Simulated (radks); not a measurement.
The numbers below are computed, except where a source is named.
Task: The mean radii <r> (bohr) of the occupied orbitals of an atom or ion are listed with their occupations. Level of theory: scalar-relativistic Kohn-Sham, LDA (Slater exchange, Perdew-Wang correlation), spin-polarised, spherical densities, finite nucleus; Fermi nuclear charge, rms radius of each element as measured or else 0.836 A^(1/3) + 0.57 fm (a radial shooting solver on a logarithmic mesh with Libxc functionals).

orbital  occ.      <r>
1s up       1  0.02003
1s down     1  0.02003
2s up       1  0.08494
2s down     1  0.08494
2p up       3  0.07543
2p down     3  0.07543
3s up       1   0.2212
3s down     1   0.2212
3p up       3   0.2205
3p down     3   0.2204
3d up       5   0.1999
3d down     5   0.1999
4s up       1   0.4981
4s down     1   0.4982
4p up       3   0.5287
4p down     3   0.5288
4d up       5   0.5718
4d down     5   0.5720
5s up       1    1.229
5s down     1    1.231
5p up       3    1.473
5p down     3    1.477
6s up       1    3.911
6s down     1    3.923
4f up       7   0.8059
4f down     6   0.8168

Name the element and its charge. Open shells, if any, are filled with parallel spins first.

Result: Z = 69, thulium, charge 0: Tm in [Xe] 4f13 6s2. The 1s radius gives Z: for a bare nucleus <r> = (2 gamma + 1)/(2Z) with gamma = sqrt(1 - (Z/c)^2), 0.01977 bohr for Z = 69, and screening makes it slightly larger (0.02003 here). The occupations add up to 69, and the charge is Z minus that.
